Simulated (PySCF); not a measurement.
SMILES CC(C[SiH2]Br)C (C4H11BrSi) (GFN2-xTB optimised geometry):

```
17

C      0.634    -1.766     1.019
C      1.053    -0.836    -0.116
C      0.772    -1.485    -1.468
C      0.376     0.532     0.000
Si    -1.517     0.532     0.000
Br    -2.114     2.680     0.000
H      0.783    -1.288     1.985
H     -0.416    -2.039     0.926
H      1.223    -2.680     0.997
H      2.136    -0.675    -0.039
H     -0.283    -1.735    -1.566
H      1.046    -0.816    -2.282
H      1.347    -2.403    -1.574
H      0.730     1.167    -0.819
H      0.719     1.014     0.922
H     -2.117    -0.007     1.214
H     -2.136    -0.009    -1.203
```

Calculation: PBE/def2-SVP (PySCF 2.14.0).

Problem. What are the frontier orbital energies and the dipole moment?

Solution. HOMO-2 -7.64 eV, HOMO-1 -6.64 eV, HOMO -6.55 eV, LUMO -0.66 eV, LUMO+1 0.58 eV; dipole moment 2.43 D.

Meta-Löwdin charges at PBE/def2-SVP: C1 -0.31, C2 -0.03, C3 -0.31, C4 -0.40, Si5 0.58, Br6 -0.27, H7 0.10, H8 0.09, H9 0.10, H10 0.09, H11 0.09, H12 0.10, H13 0.10, H14 0.11, H15 0.11, H16 -0.09, H17 -0.09.
